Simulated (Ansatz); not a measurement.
A short molecular-dynamics run on SiCl₄.

```yaml
crystal:
  periodic: [false, false, false]
  atoms:
    - {symbol: Si, position_ang: [0.000691, -0.000447, -0.000119]}
    - {symbol: Cl, position_ang: [0.009906, -0.017511, 2.051691]}
    - {symbol: Cl, position_ang: [1.931630, 0.010971, -0.694257]}
    - {symbol: Cl, position_ang: [-0.974655, 1.678331, -0.663807]}
    - {symbol: Cl, position_ang: [-0.967572, -1.671353, -0.693498]}
basis:
  gaussian: {orbitals: "6-31G*"}
hamiltonian: {xc: {name: r2SCAN}}
md: {timestep: 0.5 fs, n_steps: 20, ensemble: nvt_langevin, temperature: 300, initial_velocities: maxwell_boltzmann, friction: 0.01, seed: 239}
scf: {omitted_lower_state_checks: [starts]}
```

```sh
$ ansatz run in.yaml --threads 2 --pin off --events-out ev --progress --plain --max-ram 4352MiB
```

```json
{"step": "0", "time (fs)": "0.0", "potential energy (eV)": "-57967.5270", "kinetic (eV)": "0.1551", "T (K)": "240"}
{"step": "1", "time (fs)": "0.5", "potential energy (eV)": "-57967.5276", "kinetic (eV)": "0.1415", "T (K)": "219"}
{"step": "2", "time (fs)": "1.0", "potential energy (eV)": "-57967.5281", "kinetic (eV)": "0.1371", "T (K)": "212"}
{"step": "3", "time (fs)": "1.5", "potential energy (eV)": "-57967.5283", "kinetic (eV)": "0.1414", "T (K)": "219"}
{"step": "4", "time (fs)": "2.0", "potential energy (eV)": "-57967.5284", "kinetic (eV)": "0.1421", "T (K)": "220"}
{"step": "5", "time (fs)": "2.5", "potential energy (eV)": "-57967.5283", "kinetic (eV)": "0.1456", "T (K)": "225"}
{"step": "6", "time (fs)": "3.0", "potential energy (eV)": "-57967.5279", "kinetic (eV)": "0.1384", "T (K)": "214"}
{"step": "7", "time (fs)": "3.5", "potential energy (eV)": "-57967.5273", "kinetic (eV)": "0.1401", "T (K)": "217"}
{"step": "8", "time (fs)": "4.0", "potential energy (eV)": "-57967.5266", "kinetic (eV)": "0.1271", "T (K)": "197"}
{"step": "9", "time (fs)": "4.5", "potential energy (eV)": "-57967.5259", "kinetic (eV)": "0.1165", "T (K)": "180"}
{"step": "10", "time (fs)": "5.0", "potential energy (eV)": "-57967.5250", "kinetic (eV)": "0.1130", "T (K)": "175"}
{"step": "11", "time (fs)": "5.5", "potential energy (eV)": "-57967.5240", "kinetic (eV)": "0.1117", "T (K)": "173"}
{"step": "12", "time (fs)": "6.0", "potential energy (eV)": "-57967.5228", "kinetic (eV)": "0.1107", "T (K)": "171"}
{"step": "13", "time (fs)": "6.5", "potential energy (eV)": "-57967.5215", "kinetic (eV)": "0.1074", "T (K)": "166"}
{"step": "14", "time (fs)": "7.0", "potential energy (eV)": "-57967.5201", "kinetic (eV)": "0.1003", "T (K)": "155"}
{"step": "15", "time (fs)": "7.5", "potential energy (eV)": "-57967.5186", "kinetic (eV)": "0.0989", "T (K)": "153"}
{"step": "16", "time (fs)": "8.0", "potential energy (eV)": "-57967.5169", "kinetic (eV)": "0.1053", "T (K)": "163"}
{"step": "17", "time (fs)": "8.5", "potential energy (eV)": "-57967.5150", "kinetic (eV)": "0.1080", "T (K)": "167"}
{"step": "18", "time (fs)": "9.0", "potential energy (eV)": "-57967.5131", "kinetic (eV)": "0.1222", "T (K)": "189"}
{"step": "19", "time (fs)": "9.5", "potential energy (eV)": "-57967.5110", "kinetic (eV)": "0.1176", "T (K)": "182"}
{"step": "20", "time (fs)": "10.0", "potential energy (eV)": "-57967.5089", "kinetic (eV)": "0.1098", "T (K)": "170"}
```

Velocities are drawn at the set temperature; a run this short doesn't reach equilibrium. Under Langevin dynamics the printed temperature counts 3N degrees of freedom, so it starts below the set value.

The 6-31G sets use Cartesian d functions.

Frames (Å, forces in eV/Å):

```xyz
5
time=0.0 fs
Si    0.001    0.000    0.000   -0.006    0.004    0.001
Cl    0.010   -0.018    2.052    0.002    0.001   -0.339
Cl    1.932    0.011   -0.694   -0.322   -0.004    0.117
Cl   -0.975    1.678   -0.664    0.162   -0.275    0.107
Cl   -0.968   -1.671   -0.693    0.164    0.274    0.114
5
time=0.5 fs
Si    0.002    0.001    0.002   -0.022   -0.035   -0.050
Cl    0.009   -0.015    2.052    0.007   -0.001   -0.305
Cl    1.931    0.009   -0.696   -0.310    0.001    0.123
Cl   -0.975    1.677   -0.664    0.154   -0.252    0.104
Cl   -0.967   -1.671   -0.694    0.171    0.287    0.128
5
time=1.0 fs
Si    0.002    0.002    0.004   -0.037   -0.069   -0.100
Cl    0.008   -0.013    2.052    0.012   -0.002   -0.271
Cl    1.930    0.008   -0.697   -0.300    0.006    0.129
Cl   -0.975    1.675   -0.664    0.148   -0.232    0.102
Cl   -0.966   -1.671   -0.694    0.177    0.297    0.140
5
time=1.5 fs
Si    0.003    0.003    0.007   -0.047   -0.103   -0.152
Cl    0.008   -0.011    2.052    0.016   -0.003   -0.234
Cl    1.929    0.006   -0.698   -0.293    0.011    0.136
Cl   -0.975    1.673   -0.665    0.142   -0.210    0.099
Cl   -0.965   -1.670   -0.694    0.182    0.305    0.152
5
time=2.0 fs
Si    0.004    0.004    0.009   -0.054   -0.137   -0.202
Cl    0.007   -0.009    2.052    0.020   -0.004   -0.199
Cl    1.929    0.004   -0.699   -0.286    0.016    0.143
Cl   -0.975    1.671   -0.665    0.134   -0.187    0.095
Cl   -0.964   -1.670   -0.694    0.186    0.312    0.163
5
time=2.5 fs
Si    0.005    0.005    0.011   -0.061   -0.171   -0.252
Cl    0.007   -0.007    2.052    0.024   -0.005   -0.164
Cl    1.928    0.003   -0.700   -0.279    0.021    0.150
Cl   -0.975    1.669   -0.665    0.126   -0.163    0.091
Cl   -0.963   -1.669   -0.694    0.190    0.318    0.175
5
time=3.0 fs
Si    0.006    0.005    0.013   -0.065   -0.208   -0.303
Cl    0.007   -0.005    2.052    0.028   -0.006   -0.129
Cl    1.928    0.001   -0.702   -0.274    0.027    0.158
Cl   -0.975    1.667   -0.665    0.118   -0.138    0.087
Cl   -0.963   -1.668   -0.694    0.194    0.325    0.186
5
time=3.5 fs
Si    0.006    0.006    0.016   -0.069   -0.244   -0.354
Cl    0.006   -0.004    2.052    0.032   -0.007   -0.093
Cl    1.927   -0.001   -0.703   -0.270    0.032    0.166
Cl   -0.975    1.665   -0.665    0.109   -0.113    0.083
Cl   -0.962   -1.668   -0.694    0.198    0.332    0.198
5
time=4.0 fs
Si    0.007    0.007    0.018   -0.070   -0.277   -0.398
Cl    0.006   -0.002    2.053    0.036   -0.008   -0.061
Cl    1.927   -0.003   -0.704   -0.265    0.037    0.173
Cl   -0.975    1.663   -0.665    0.099   -0.088    0.077
Cl   -0.961   -1.667   -0.694    0.200    0.336    0.209
5
time=4.5 fs
Si    0.008    0.008    0.020   -0.067   -0.307   -0.437
Cl    0.005    0.000    2.053    0.040   -0.010   -0.033
Cl    1.926   -0.005   -0.705   -0.263    0.042    0.181
Cl   -0.975    1.661   -0.665    0.090   -0.063    0.071
Cl   -0.960   -1.667   -0.694    0.201    0.339    0.218
5
time=5.0 fs
Si    0.008    0.009    0.022   -0.061   -0.334   -0.478
Cl    0.004    0.002    2.053    0.043   -0.012   -0.003
Cl    1.926   -0.006   -0.706   -0.263    0.046    0.189
Cl   -0.974    1.660   -0.665    0.080   -0.041    0.065
Cl   -0.959   -1.667   -0.694    0.201    0.341    0.226
5
time=5.5 fs
Si    0.008    0.009    0.024   -0.054   -0.359   -0.520
Cl    0.004    0.005    2.053    0.046   -0.014    0.028
Cl    1.925   -0.008   -0.707   -0.263    0.050    0.197
Cl   -0.974    1.658   -0.665    0.071   -0.020    0.060
Cl   -0.958   -1.666   -0.694    0.200    0.343    0.235
5
time=6.0 fs
Si    0.008    0.010    0.026   -0.049   -0.384   -0.566
Cl    0.003    0.007    2.053    0.049   -0.016    0.060
Cl    1.925   -0.009   -0.708   -0.261    0.055    0.206
Cl   -0.974    1.657   -0.664    0.062    0.000    0.056
Cl   -0.957   -1.666   -0.694    0.200    0.345    0.244
5
time=6.5 fs
Si    0.009    0.011    0.028   -0.039   -0.404   -0.614
Cl    0.003    0.008    2.054    0.051   -0.017    0.094
Cl    1.924   -0.010   -0.710   -0.264    0.059    0.216
Cl   -0.974    1.655   -0.665    0.054    0.017    0.053
Cl   -0.956   -1.665   -0.694    0.198    0.344    0.251
5
time=7.0 fs
Si    0.009    0.011    0.030   -0.024   -0.420   -0.661
Cl    0.002    0.010    2.054    0.054   -0.019    0.127
Cl    1.923   -0.012   -0.711   -0.270    0.063    0.227
Cl   -0.974    1.654   -0.664    0.047    0.034    0.049
Cl   -0.955   -1.665   -0.694    0.194    0.342    0.258
5
time=7.5 fs
Si    0.008    0.011    0.032   -0.006   -0.437   -0.707
Cl    0.002    0.012    2.054    0.056   -0.021    0.159
Cl    1.923   -0.013   -0.712   -0.278    0.066    0.238
Cl   -0.974    1.653   -0.664    0.038    0.052    0.045
Cl   -0.954   -1.665   -0.694    0.191    0.340    0.264
5
time=8.0 fs
Si    0.008    0.012    0.034    0.015   -0.453   -0.754
Cl    0.002    0.014    2.054    0.058   -0.023    0.190
Cl    1.922   -0.013   -0.714   -0.289    0.069    0.251
Cl   -0.974    1.651   -0.664    0.029    0.068    0.042
Cl   -0.952   -1.665   -0.694    0.187    0.339    0.271
5
time=8.5 fs
Si    0.008    0.012    0.036    0.039   -0.467   -0.803
Cl    0.002    0.016    2.054    0.060   -0.026    0.223
Cl    1.922   -0.014   -0.716   -0.303    0.072    0.264
Cl   -0.974    1.650   -0.663    0.020    0.084    0.038
Cl   -0.951   -1.665   -0.693    0.183    0.337    0.277
5
time=9.0 fs
Si    0.007    0.013    0.038    0.069   -0.481   -0.850
Cl    0.001    0.018    2.055    0.063   -0.028    0.256
Cl    1.922   -0.014   -0.718   -0.320    0.075    0.280
Cl   -0.974    1.649   -0.662    0.009    0.103    0.032
Cl   -0.950   -1.664   -0.693    0.178    0.331    0.282
5
time=9.5 fs
Si    0.007    0.013    0.039    0.104   -0.495   -0.894
Cl    0.001    0.020    2.055    0.066   -0.031    0.287
Cl    1.921   -0.015   -0.720   -0.338    0.077    0.296
Cl   -0.974    1.648   -0.662   -0.004    0.125    0.025
Cl   -0.949   -1.664   -0.693    0.172    0.324    0.287
5
time=10.0 fs
Si    0.006    0.013    0.041    0.140   -0.506   -0.932
Cl    0.001    0.023    2.055    0.068   -0.035    0.312
Cl    1.921   -0.015   -0.722   -0.355    0.078    0.312
Cl   -0.974    1.647   -0.661   -0.018    0.147    0.018
Cl   -0.948   -1.663   -0.692    0.165    0.316    0.290
```

Hardware: 2 threads of Arm Neoverse V1 on a shared host. Wall time 78 s.
